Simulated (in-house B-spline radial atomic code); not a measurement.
# Binding energies in Lu8+

NIST's tabulated ground configuration is [Kr] 4d10 4f13 5s2 5p2; each binding energy is the energy of the ion with one electron taken from that subshell, relaxed, less that of the parent. Computed with an all-electron radial atomic-structure program (B-spline basis): Dirac-Hartree-Fock, average of configuration, Fermi nucleus of rms radius 5.37 fm. Energies include first-order Breit, QED and recoil terms.

```json
{"subshell": "1s", "X-ray name": "K", "binding energy (eV)": "63454.6", "-ε (eV)": "63840.0", "relaxation (eV)": "81.2"}
{"subshell": "2s", "X-ray name": "L1", "binding energy (eV)": "11020.5", "-ε (eV)": "11104.2", "relaxation (eV)": "46.8"}
{"subshell": "3s", "X-ray name": "M1", "binding energy (eV)": "2640.6", "-ε (eV)": "2672.8", "relaxation (eV)": "24.8"}
{"subshell": "3d3/2", "X-ray name": "M4", "binding energy (eV)": "1782.8", "-ε (eV)": "1812.3", "relaxation (eV)": "26.8"}
{"subshell": "3d5/2", "X-ray name": "M5", "binding energy (eV)": "1731.8", "-ε (eV)": "1759.8", "relaxation (eV)": "26.3"}
{"subshell": "4s", "X-ray name": "N1", "binding energy (eV)": "653", "-ε (eV)": "662.9", "relaxation (eV)": "8.3"}
{"subshell": "4d3/2", "X-ray name": "N4", "binding energy (eV)": "347.5", "-ε (eV)": "354.5", "relaxation (eV)": "6.7"}
{"subshell": "4d5/2", "X-ray name": "N5", "binding energy (eV)": "337.6", "-ε (eV)": "344.1", "relaxation (eV)": "6.4"}
{"subshell": "5s", "X-ray name": "O1", "binding energy (eV)": "182.5", "-ε (eV)": "183.6", "relaxation (eV)": "0.8"}
{"subshell": "5p", "X-ray name": "O2,3", "binding energy (eV)": "149.5", "-ε (eV)": "150.2", "relaxation (eV)": "0.5"}
{"subshell": "4f", "X-ray name": "N6,7", "binding energy (eV)": "143.2", "-ε (eV)": "148.2", "relaxation (eV)": "5.1"}
```

Relaxation = -ε minus the binding energy without Breit, QED and recoil terms.

(1) What does it cost to remove both a 3d3/2 and a 5p electron?

(2) What does it cost to remove both a 3d5/2 and a 5p electron?

(3) What does it cost to remove two 1s electrons?

## Answers

(1) 1954.3 eV, which is 21.97 eV more than the two single binding energies together.

(2) 1903.3 eV, which is 21.96 eV more than the two single binding energies together.

(3) 128220 eV, which is 1312 eV more than the two single binding energies together.
